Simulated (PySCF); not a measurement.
These compounds are isomers of formula C8H14OSi.

A. `C1=C[Si]2(CC1)CCOCC2`
B. SMILES CC#C[SiH2]OC/C=C/CC
C. `C=C(C)/C=C\C(=O)CC[SiH3]`

Spectrum 1. 1H NMR (500 MHz, computed): δ 6.64 (d, 1H), 6.21 (d, 1H), 5.76 (m, 1H), 5.61 (m, 1H), 4.18 (t, 3H), 2.72 (t, 2H), 2.09 (s, 3H), 0.76 (m, 2H). 13C{1H} NMR (computed): δ 211.5 (C), 153.5 (CH), 152.8 (C), 135.3 (CH2), 132.5 (CH), 43.6 (CH2), 24.1 (CH3), 5.0 (CH2).

Spectrum 2. 1H NMR (500 MHz, computed): δ 7.02 (m, 1H), 6.08 (d, 1H), 4.59 (m, 2H), 3.42 (m, 2H), 2.66 (m, 2H), 1.31 (m, 2H), 0.83 (m, 2H), 0.44 (m, 2H). 13C{1H} NMR (computed): δ 162.8 (CH), 134.5 (CH), 72.1 (CH2), 37.2 (CH2), 18.5 (CH2), 8.7 (CH2).

Spectrum 3. 1H NMR (500 MHz, computed): δ 6.05 (m, 1H), 5.87 (m, 1H), 4.97 (s, 2H), 4.32 (d, 2H), 2.12 (m, 2H), 2.08 (s, 3H), 1.09 (t, 3H). 13C{1H} NMR (computed): δ 142.5 (CH), 137.5 (CH), 113.0 (C), 84.6 (C), 69.1 (CH2), 32.0 (CH2), 17.3 (CH3), 5.9 (CH3).

[PySCF: GIAO PBE0/pcSseg-1 shieldings; structure optimised with GFN2-xTB; relativity neglected; rapidly exchanging positions averaged; single conformer; isolated molecule]

Scale: 1H, 13C vs TMS (reference shieldings calculated alike). Where no couplings were computed, multiplicities follow the n + 1 count of equivalent neighbours, and m marks all less simple cases (inequivalent or close neighbours, rings, F or P nearby). Shifts are as computed. Against solution values, carbons near 30 ppm lie about +3 ppm off and those near 130 ppm about +5 ppm. Of 1309 compounds with measured shifts, 239 miss one by over three times the rms of a fit or turn the order of signals round; such compounds aren't used in these exercises.

Match each spectrum to its structure.

Answers

1–C, 2–A, 3–B.

- Spectrum 1 (C): 8 13C signals; δC 211.5 is a ketone carbonyl carbon; δC 153.5 is a β carbon of a C=C–C=O unit.
- Spectrum 2 (A): 6 13C signals; δC 162.8 is an alkene CH; δC 134.5 is an alkene CH.
- Spectrum 3 (B): 8 13C signals; δC 142.5 is an alkene CH; δC 137.5 is an alkene CH.
